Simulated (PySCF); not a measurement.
**Electron correlation in Zn (zinc, neutral)**

Starting occupation: [Ar] 3d10 4s2. Calculation: PySCF 2.14, in x2c-TZVPPall-2c with one added diffuse shell each of s, p, d, f type (7s8p5d3f1g, 86 functions); X2C-1e with screened-nucleus spin-orbit coupling, Gaussian nucleus. Frozen: [Ne]; 20 electrons correlated; the 6 highest virtual spinors left out.

MP2 pair energies summed by pair of shells (mhartree):

```json
{"pair": "3d3/2-3d5/2", "energy": "-219.89", "share (%)": "25.1"}
{"pair": "3d5/2-3d5/2", "energy": "-151.16", "share (%)": "17.2"}
{"pair": "3d5/2-3p3/2", "energy": "-90.07", "share (%)": "10.3"}
{"pair": "3d3/2-3d3/2", "energy": "-63.62", "share (%)": "7.3"}
{"pair": "3d3/2-3p3/2", "energy": "-61.83", "share (%)": "7.1"}
{"pair": "3d5/2-3p1/2", "energy": "-46.45", "share (%)": "5.3"}
{"pair": "3d5/2-4s1/2", "energy": "-31.42", "share (%)": "3.6"}
{"pair": "3d5/2-3s1/2", "energy": "-29.79", "share (%)": "3.4"}
{"pair": "3d3/2-3p1/2", "energy": "-29.13", "share (%)": "3.3"}
{"pair": "3p1/2-3p3/2", "energy": "-25.28", "share (%)": "2.9"}
{"pair": "3p3/2-3p3/2", "energy": "-24.78", "share (%)": "2.8"}
{"pair": "4s1/2-4s1/2", "energy": "-23.58", "share (%)": "2.7"}
{"pair": "3d3/2-4s1/2", "energy": "-20.61", "share (%)": "2.4"}
{"pair": "3d3/2-3s1/2", "energy": "-19.85", "share (%)": "2.3"}
{"pair": "3p3/2-3s1/2", "energy": "-15.78", "share (%)": "1.8"}
{"pair": "3p1/2-3s1/2", "energy": "-7.92", "share (%)": "0.9"}
{"pair": "3p1/2-3p1/2", "energy": "-6.12", "share (%)": "0.7"}
{"pair": "3s1/2-3s1/2", "energy": "-3.78", "share (%)": "0.4"}
{"pair": "3p3/2-4s1/2", "energy": "-3.54", "share (%)": "0.4"}
{"pair": "3p1/2-4s1/2", "energy": "-1.67", "share (%)": "0.2"}
{"pair": "3s1/2-4s1/2", "energy": "-0.62", "share (%)": "0.1"}
```

Total MP2 correlation energy: -876.88 mhartree.

The virtual space was cut to 98 spinors, which keep -856.59 of the -876.88 mhartree of MP2 correlation.

```tsv
level	correlation energy (mhartree)
CCSD	-772.22
```

Diagnostics: T1 = 0.017, largest double amplitude 0.110.

Question: Is a single reference adequate?

Answer: Mostly. T1 lies below 0.03, but a double amplitude of this size points to a near-degeneracy that CCSD handles and MP2 describes poorly.

This basis was not built for core-valence correlation, so the inner-shell part is incomplete.
